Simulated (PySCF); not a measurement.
B₃H₇N₃, SMILES B1NB[NH2+]BN1, charge +1.

The structure is a stationary point at PBE-D3(BJ)/def2-SVP. The isomer is the one that the SMILES or the coordinates give; other isomers of the formula were not compared.

Calculation: PBE-D3(BJ)/def2-SVP in PySCF 2.14.0.

Frequencies are harmonic and unscaled.

| mode | ν (cm⁻¹) | IR (km/mol) | moving atoms (share of kinetic energy) |
|---|---|---|---|
| 1 | 133 | 12.6 | H 59 %, B 29 %, N 11 % |
| 2 | 224 | 0.0 | N 43 %, H 31 %, B 26 % |
| 3 | 313 | 0.0 | H 42 %, N 37 %, B 21 % |
| 4 | 482 | 1.9 | N 51 %, B 40 %, H 9 % |
| 5 | 483 | 1.4 | N 59 %, B 33 % |
| 6 | 529 | 25.1 | H 83 %, N 17 % |
| 7 | 712 | 0.0 | H 83 %, B 15 % |
| 8 | 743 | 1.5 | N 55 %, B 27 %, H 17 % |
| 9 | 797 | 15.9 | H 72 %, B 18 %, N 10 % |
| 10 | 833 | 1.2 | N 46 %, B 35 %, H 19 % |
| 11 | 851 | 0.0 | H 41 %, B 35 %, N 23 % |
| 12 | 869 | 0.0 | H 80 %, N 13 % |
| 13 | 901 | 0.6 | H 58 %, B 35 % |
| 14 | 907 | 5.7 | B 64 %, H 28 %, N 8 % |
| 15 | 928 | 155.3 | H 62 %, B 23 %, N 15 % |
| 16 | 964 | 0.7 | H 86 %, B 11 % |
| 17 | 1013 | 8.2 | H 92 % |
| 18 | 1054 | 2.1 | H 84 %, N 14 % |
| 19 | 1109 | 0.0 | H 86 %, B 14 % |
| 20 | 1214 | 84.7 | H 45 %, N 36 %, B 18 % |
| 21 | 1238 | 3.7 | H 77 %, B 17 % |
| 22 | 1311 | 0.0 | H 60 %, B 32 %, N 8 % |
| 23 | 1347 | 289.8 | B 64 %, N 19 %, H 18 % |
| 24 | 1408 | 173.3 | N 49 %, B 31 %, H 20 % |
| 25 | 1490 | 419.3 | H 63 %, N 24 %, B 13 % |
| 26 | 1520 | 146.9 | H 43 %, N 30 %, B 28 % |
| 27 | 2657 | 111.2 | H 90 %, B 10 % |
| 28 | 2660 | 71.7 | H 90 %, B 10 % |
| 29 | 2664 | 6.3 | H 90 %, B 10 % |
| 30 | 3318 | 130.0 | H 95 % |
| 31 | 3347 | 118.1 | H 93 % |
| 32 | 3507 | 151.7 | H 93 % |
| 33 | 3507 | 77.3 | H 93 % |
